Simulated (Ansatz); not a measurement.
Computed with Ansatz on PBE0-D4/def2-TZVP structures; ΔE is electronic, products minus reactants. CCSD(T)/CBS is the MP2 limit (def2-TZVPP, def2-QZVPP) plus CCSD(T) − MP2 in def2-TZVPP, frozen cores. Functionals use def2-TZVPP. B3LYP here is the variant with VWN-RPA as its local correlation; programs differ in this. One conformer a species, not always the lowest.

Reaction (isomerisation): `OCCN[SiH3]` → `COC(N)[SiH3]`

`OCCN[SiH3]`:

Z-matrix (Å, degrees):
```
C
C 1 1.514
O 1 1.415 2 111.7
H 1 1.092 2 109.6 3 116.9
H 1 1.098 2 110.0 3 -124.1
N 2 1.443 1 110.7 3 -58.3
H 2 1.104 1 108.7 3 65.8
H 2 1.096 1 108.8 3 -178.7
H 3 0.961 1 108.3 2 -69.1
Si 6 1.713 2 124.2 1 -161.4
H 6 1.010 2 111.9 1 43.2
H 10 1.489 6 108.8 2 54.2
H 10 1.496 6 115.1 2 -65.2
H 10 1.485 6 107.6 2 174.2
```

`COC(N)[SiH3]`:

```xyz
14

C     1.326    0.155    1.657
O     0.863   -0.497    0.497
C    -0.340    0.035   -0.007
N    -0.175    1.400   -0.456
Si   -0.902   -1.164   -1.374
H     2.267   -0.318    1.938
H     1.489    1.220    1.475
H     0.607    0.040    2.481
H    -1.096    0.055    0.796
H     0.138    1.473   -1.414
H    -1.006    1.959   -0.329
H    -0.966   -2.576   -0.915
H     0.047   -1.042   -2.513
H    -2.252   -0.738   -1.837
```

(1) Is it downhill or uphill in electronic energy at CCSD(T)/CBS, and by how much? (Best estimate.)

(2) What do these levels give: PBE-D4, r2SCAN-D4, B3LYP-D4, ωB97M-V, B2PLYP, r2SCAN, MP2/def2-TZVPP, CCSD(T)/def2-TZVPP, MP2/def2-QZVPP, SCS-MP2/def2-QZVPP, HF/CBS(def2), CCSD/CBS(def2)? (Best estimate.)

Largest T1 diagnostic among the species: 0.012.

Answers

(1) Computed: Uphill: ΔE = +99.4 kJ/mol.

(2) Computed: PBE-D4 84.2, r2SCAN-D4 92.1, B3LYP-D4 91.5, ωB97M-V 95.1, B2PLYP 96.7, r2SCAN 92.3, MP2/def2-TZVPP 103.3, CCSD(T)/def2-TZVPP 97.4, MP2/def2-QZVPP 104.7, SCS-MP2/def2-QZVPP 103.9, HF/CBS(def2) 107.9, CCSD/CBS(def2) 102.3 kJ/mol.

From PBE to PBE0 (25 % exact exchange), in def2-TZVPP and without D4, ΔE moves by +8.2 kJ/mol. In def2-TZVPP, CCSD(T) changes the Hartree–Fock value by −9.7 kJ/mol (the triples alone add −3.0 kJ/mol) and MP2 by −3.8 kJ/mol.
